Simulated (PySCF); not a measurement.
Diatomics of K with the fourth-period p block

CCSD(T) with double-zeta basis sets in PySCF, for the lowest determinant that a PBE0 search found; no spin–orbit coupling. De refers to high-spin ground-configuration atoms.

| M | basis | reference, frozen orbitals | state (unpaired electrons) | Re (Å) | ωe (cm⁻¹) | De (eV) |
| --- | --- | --- | --- | --- | --- | --- |
| Ge | pcseg-1 | UHF, 14 | quartet (σ ↑, π ↑↑) | 3.135 | 159 | 1.43 |
| As | def2-SVP | UHF, 14 | triplet (π ↑↑) | 3.226 | 149 | 0.68 |
| Se | def2-SVP | UHF, 14 | doublet (π ↑) | 3.006 | 192 | 1.99 |
| Br | x2c-SVPall | RHF, 14 | singlet (closed shell) | 2.862 | 221 | 3.49 |

The shortest bond is that of KBr (2.862 Å), the longest that of KAs (3.226 Å). KBr is bound most strongly (3.49 eV) and KAs least (0.68 eV).

The rows differ in basis set, which adds steps of its own.

The state changes along the series, so neighbouring rows are not always alike in their bonding.

Correlated steps freeze 14 core orbitals. Correlated levels converge slowly with the basis: in double zeta they bind strong bonds too weakly, by up to about 1 eV, and carry superposition errors of some tenths. Where the molecule has an RHF reference, its open-shell atoms are computed with UHF. States were picked by a PBE0 search and need not be the measured ground states.
